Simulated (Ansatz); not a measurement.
[VS4]3- (VS₄³⁻), relaxed as a singlet with RKS r2SCAN-D4/def2-SVPD in Ansatz, starting from the GFN2-xTB (ALPB water) geometry. Force threshold 0.02 eV/Å.

A multiply charged anion in the gas phase is held together partly by the finite basis. The restricted singlet is unstable towards broken spin symmetry in Hartree–Fock (as tested in another run); at r2SCAN-D4/def2-SVPD this wasn't settled. The highest occupied level of the charge -3 singlet lies above zero (up to 6.90 eV). The electron is either unbound and held by the finite basis, or the level is raised by self-interaction error.

Start:

```xyz
5

V    -0.001   -0.002   -0.001
S     0.973    0.038    1.866
S    -1.413   -1.565   -0.027
S     1.422   -0.309   -1.525
S    -0.981    1.837   -0.313
```

| step | energy (eV) | largest force component (eV/Å) | SCF passes |
| --- | --- | --- | --- |
| 1 | -69009.5589 | 1.777 | 37 |
| 2 | -69009.8635 | 0.037 | 22 |
| 3 | -69009.8636 | 0.006 | 23 |

Force components are those of the run's own axes.

End:

```csv
atom,x (Å),y (Å),z (Å)
V1,0.000,0.000,0.000
S2,1.016,0.038,1.949
S3,-1.473,-1.632,-0.028
S4,1.482,-0.323,-1.592
S5,-1.025,1.917,-0.329
```

By distances, no bond broke or formed. The bond that changes most is V1–S3, from 2.11 to 2.20 Å (atoms count from 1).

No frequencies were taken in this run, so the end may be a saddle point.

It took 17 s on 4 threads of Intel Xeon on a shared host.
